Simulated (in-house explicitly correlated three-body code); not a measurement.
Computed with an exponentially correlated three-body code. Model: two electrons around a point charge, non-relativistic, variational in 260 exponentially correlated functions (energies converged to about 1e-7 hartree, or 1e-8 relative for large Z).

For this charge the correlation energy is taken as exact minus Hartree-Fock, from which it differs by microhartrees, and the kinetic parts follow from it.

For two electrons in a singlet the Kohn-Sham orbital is the square root of half the density, so the exact Kohn-Sham potential and energy parts follow from the density alone, and exchange is minus half the Hartree energy. The Kohn-Sham level equals minus the binding energy of the second electron.

Command:
```bash
python run_hyl.py task.json out
```
Settings (lengths in bohr, energies in hartree):
```
Z                      6.4
interaction_strength   1
functions              260
states_tried           13
```

Time taken, with all properties: 59 s on 1 thread of Intel(R) Xeon(R) Platinum 8175M CPU @ 2.50GHz (Skylake/Cascade Lake) (shared host).

**Those bound S and P states to n = 4 that converged, binding against the one-electron ion.**

Given: nuclear charge 6.4.

Computed: one-electron threshold -20.48 hartree.

| term | energy (hartree) | binding (eV) | quantum defect |
| --- | --- | --- | --- |
| 1 1S | -37.1163332 | 452.7 | 0.06384 |
| 2 3S | -24.4455201 | 107.91 | 0.08253 |
| 2 3P | -24.2312072 | 102.08 | 0.028516 |
| 2 1S | ? | ? | ? |
| 2 1P | -24.0896708 | 98.224 | -0.0097636 |
| 3 3S | -22.1884427 | 46.489 | 0.078684 |
| 3 1S | -22.1312477 | 44.933 | 0.028521 |
| 3 3P | -22.1305277 | 44.913 | 0.027873 |
| 3 1P | -22.0907478 | 43.831 | -0.0086037 |
| 4 3S | -21.4276143 | 25.786 | 0.0775 |
| 4 1S | -21.4044737 | 25.156 | 0.028711 |
| 4 3P | ? | ? | ? |
| 4 1P | -21.3875381 | 24.695 | -0.0081718 |

(1) What belongs in the row 2 1S?

(2) What belongs in the row 4 3P?

**Exact Kohn-Sham parts of the ground state from its density.**

Computed: total energy -37.1163332 hartree; Kohn-Sham kinetic 37.073 hartree; Hartree energy 7.5544 hartree; potential part of the DFT correlation energy -0.088544 hartree; exact minus restricted Hartree-Fock -0.045153 hartree; Kohn-Sham level -452.7 eV; restricted Hartree-Fock level -452.98 eV; dipole polarisability 0.006808 bohr³; C6 of two such species 0.0005329 hartree·bohr⁶.

(3) What is the kinetic part of the DFT correlation energy?

(4) What is the exchange energy?

**Functionals on the exact density and self-consistent, errors are functional minus exact, hybrids only self-consistent, a dash where a self-consistent run leaves the top level unbound.**

```
       result  exchange error (millihartree)  correlation error (millihartree)  functional driven error (millihartree)  density driven error (millihartree)  self consistent total error (millihartree)  top level plus exact binding (eV)
         TPSS                        -3.7396                           -3.0652                                 -6.8048                             -0.34872                                     -7.1535                             34.157
         AM05                         412.42                           -108.86                                  303.56                              -1.6829                                      301.87                             39.756
         BLYP                         25.313                           -4.9534                                   20.36                              -1.4747                                      18.885                             36.332
        M06-L                              ?                                 ?                                       ?                                    ?                                           ?                                  ?
      r2SCAN0                              -                                 -                                       -                                    -                                     -1.1956                             24.453
B3LYP VWN-RPA                              -                                 -                                       -                                    -                                      22.822                             28.839
     LDA VWN5                         533.76                           -132.44                                  401.32                              -2.5026                                      398.82                             40.208
       PBEsol                              ?                                 ?                                       ?                                    ?                                           ?                                  ?
         SCAN                        -4.1577                            2.0829                                 -2.0748                             -0.31103                                     -2.3859                               32.9
        HSE06                              -                                 -                                       -                                    -                                      45.827                             27.855
     LDA PW92                         533.76                           -131.49                                  402.26                               -2.505                                      399.76                             40.222
          PBE                         70.791                            -2.159                                  68.632                              -1.3413                                       67.29                             36.993
         PBE0                              -                                 -                                       -                                    -                                      50.258                             27.467
         OLYP                         17.454                           -4.9534                                  12.501                              -1.3943                                      11.107                             36.377
         RPBE                         7.0017                            -2.159                                  4.8427                                -1.41                                      3.4327                             36.564
         PW91                         59.439                           -12.659                                  46.781                               -1.376                                      45.405                              36.57
         BP86                         25.313                           -15.799                                  9.5143                             -0.87539                                       8.639                             36.511
       r2SCAN                        -4.1577                            2.0829                                 -2.0748                             -0.31103                                     -2.3859                               32.9
      revTPSS                        -3.2095                           -5.3066                                 -8.5161                             -0.22863                                     -8.7448                             33.603
        wB97X                              -                                 -                                       -                                    -                                      -76.13                             26.604
```

(5) What belongs in the row M06-L?

(6) What belongs in the row PBEsol?

**Density and exact potentials over r, pair density (one pair, times 4 pi r12^2) and exact minus Kohn-Sham pair density over r12.**

```json
{"radius (bohr)": "0.0672", "radial density (electrons/bohr)": "3.6322", "exchange potential (hartree)": "-5.6161", "intracule density (1/bohr)": "0.4109", "Coulomb hole against Kohn-Sham (1/bohr)": "-0.0455", "correlation potential (hartree)": "-0.014"}
{"radius (bohr)": "0.0779", "radial density (electrons/bohr)": "4.267", "exchange potential (hartree)": "-5.4919", "intracule density (1/bohr)": "0.53745", "Coulomb hole against Kohn-Sham (1/bohr)": "-0.05493", "correlation potential (hartree)": "-0.007"}
{"radius (bohr)": "0.0904", "radial density (electrons/bohr)": "4.9134", "exchange potential (hartree)": "-5.3401", "intracule density (1/bohr)": "0.69751", "Coulomb hole against Kohn-Sham (1/bohr)": "-0.06474", "correlation potential (hartree)": "0"}
{"radius (bohr)": "0.105", "radial density (electrons/bohr)": "?", "exchange potential (hartree)": "?", "intracule density (1/bohr)": "?", "Coulomb hole against Kohn-Sham (1/bohr)": "?", "correlation potential (hartree)": "?"}
{"radius (bohr)": "0.122", "radial density (electrons/bohr)": "6.0369", "exchange potential (hartree)": "-4.9423", "intracule density (1/bohr)": "1.1307", "Coulomb hole against Kohn-Sham (1/bohr)": "-0.08082", "correlation potential (hartree)": "0.013"}
{"radius (bohr)": "0.141", "radial density (electrons/bohr)": "6.3733", "exchange potential (hartree)": "-4.7035", "intracule density (1/bohr)": "1.3887", "Coulomb hole against Kohn-Sham (1/bohr)": "-0.08351", "correlation potential (hartree)": "0.017"}
{"radius (bohr)": "0.164", "radial density (electrons/bohr)": "?", "exchange potential (hartree)": "?", "intracule density (1/bohr)": "?", "Coulomb hole against Kohn-Sham (1/bohr)": "?", "correlation potential (hartree)": "?"}
{"radius (bohr)": "0.19", "radial density (electrons/bohr)": "6.3374", "exchange potential (hartree)": "-4.1204", "intracule density (1/bohr)": "1.953", "Coulomb hole against Kohn-Sham (1/bohr)": "-0.06881", "correlation potential (hartree)": "0.022"}
{"radius (bohr)": "0.22", "radial density (electrons/bohr)": "5.8933", "exchange potential (hartree)": "-3.7976", "intracule density (1/bohr)": "2.1883", "Coulomb hole against Kohn-Sham (1/bohr)": "-0.04954", "correlation potential (hartree)": "0.021"}
{"radius (bohr)": "0.255", "radial density (electrons/bohr)": "5.1789", "exchange potential (hartree)": "-3.4578", "intracule density (1/bohr)": "2.3424", "Coulomb hole against Kohn-Sham (1/bohr)": "-0.02368", "correlation potential (hartree)": "0.018"}
{"radius (bohr)": "0.296", "radial density (electrons/bohr)": "4.2557", "exchange potential (hartree)": "-3.109", "intracule density (1/bohr)": "2.3694", "Coulomb hole against Kohn-Sham (1/bohr)": "0.004722", "correlation potential (hartree)": "0.014"}
{"radius (bohr)": "0.344", "radial density (electrons/bohr)": "3.2317", "exchange potential (hartree)": "-2.7621", "intracule density (1/bohr)": "2.2351", "Coulomb hole against Kohn-Sham (1/bohr)": "0.02935", "correlation potential (hartree)": "0.01"}
{"radius (bohr)": "0.399", "radial density (electrons/bohr)": "2.2551", "exchange potential (hartree)": "-2.434", "intracule density (1/bohr)": "1.9434", "Coulomb hole against Kohn-Sham (1/bohr)": "0.04372", "correlation potential (hartree)": "0.007"}
{"radius (bohr)": "0.463", "radial density (electrons/bohr)": "1.4197", "exchange potential (hartree)": "-2.1272", "intracule density (1/bohr)": "1.5323", "Coulomb hole against Kohn-Sham (1/bohr)": "0.04535", "correlation potential (hartree)": "0.004"}
{"radius (bohr)": "0.537", "radial density (electrons/bohr)": "0.7958", "exchange potential (hartree)": "-1.849", "intracule density (1/bohr)": "1.0781", "Coulomb hole against Kohn-Sham (1/bohr)": "0.03625", "correlation potential (hartree)": "0.002"}
{"radius (bohr)": "0.622", "radial density (electrons/bohr)": "0.39204", "exchange potential (hartree)": "-1.603", "intracule density (1/bohr)": "0.66622", "Coulomb hole against Kohn-Sham (1/bohr)": "0.02249", "correlation potential (hartree)": "0.001"}
{"radius (bohr)": "0.722", "radial density (electrons/bohr)": "0.16314", "exchange potential (hartree)": "-1.3836", "intracule density (1/bohr)": "0.34888", "Coulomb hole against Kohn-Sham (1/bohr)": "0.0101", "correlation potential (hartree)": "0.001"}
```

(7) What belongs in the row 0.105?

(8) What belongs in the row 0.164?

Results:

(1) energy (hartree): -24.2293853; binding (eV): 102.03; quantum defect: 0.028037.

(2) energy (hartree): -21.403978; binding (eV): 25.143; quantum defect: 0.027646.

(3) 0.043391 hartree.

(4) -3.7772 hartree.

(5) exchange error (millihartree): -42.458; correlation error (millihartree): -9.9373; functional driven error (millihartree): -52.395; density driven error (millihartree): -2.3296; self consistent total error (millihartree): -54.724; top level plus exact binding (eV): 32.499.

(6) exchange error (millihartree): 233.04; correlation error (millihartree): -15.662; functional driven error (millihartree): 217.38; density driven error (millihartree): -1.3708; self consistent total error (millihartree): 216.01; top level plus exact binding (eV): 38.673.

(7) radial density (electrons/bohr): 5.5242; exchange potential (hartree): -5.1575; intracule density (1/bohr): 0.89515; Coulomb hole against Kohn-Sham (1/bohr): -0.07389; correlation potential (hartree): 0.007.

(8) radial density (electrons/bohr): 6.4942; exchange potential (hartree): -4.4223; intracule density (1/bohr): 1.6771; Coulomb hole against Kohn-Sham (1/bohr): -0.08003; correlation potential (hartree): 0.021.

The density-driven part is never positive, since each functional's own density lowers its energy. Here it is small beside the functional-driven part (median ratio 0.044), the normal case.
